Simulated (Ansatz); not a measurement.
Ansatz results at the PBE0-D4/def2-TZVP geometry: size of the dipole moment (PBE/def2-TZVPP) 0.35 D; LUMO energy (ωB97M-V/def2-TZVPP) 1.04 eV; ideal-gas entropy at 298 K and 1 bar (rigid rotor, harmonic PBE0-D4/def2-TZVP) 393 J/(mol·K).

Each molecule was computed in one conformer, which needn't be the lowest.

(1) Which molecule gave them?
A. `C[CH2][SnH2][F]`
B. `C#[C][SnH]([CH3])[F]`
C. `[CH3][Sn]([OH])([F])[Cl]`
D. `[CH3][Sn]([OH])([OH])[OH]`

## Answers

(1) D. The others give `C[CH2][SnH2][F]`: 2.94, 1.05, 352; `C#[C][SnH]([CH3])[F]`: 2.94, 0.99, 376; `[CH3][Sn]([OH])([F])[Cl]`: 2.50, 0.53, 398.
